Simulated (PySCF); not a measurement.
# Ionising Ge2

UHF-MP2; PySCF, no relativity, basis sets Ge pcseg-1. Neutral (UHF): triplet (π ↑↑), Re = 2.409 Å, ωe = 288 cm⁻¹, De = 2.50 eV.

Ge₂⁺ (UHF): quartet (σ ↑, π ↑↑), Re = 2.428 Å, ωe = 267 cm⁻¹, De = 2.86 eV to Ge⁺ + Ge. The energies at the minima are -4150.28637 hartree for Ge2 and -4150.01379 for Ge₂⁺.

Problem. Work out the adiabatic ionisation energy, without and with harmonic zero-point energies (1 hartree = 27.2114 eV, 1 eV = 8065.5 cm⁻¹), and the change of the bond length.

Solution. At UHF-MP2: 0.27258 hartree = 7.417 eV between the minima; the zero-point term (267.0 − 288.0)/2 cm⁻¹ = -0.001 eV makes it 7.416 eV. Re changes by +1.9 pm against the neutral. The electron leaves a σ orbital, and the small change of length marks it as nearly non-bonding.

Correlated steps freeze 18 core orbitals. Correlated levels converge slowly with the basis: in double zeta they bind strong bonds too weakly, by up to about 1 eV, and carry superposition errors of some tenths. Spin–orbit coupling is left out. States were picked by a PBE0 search and need not be the measured ground states.
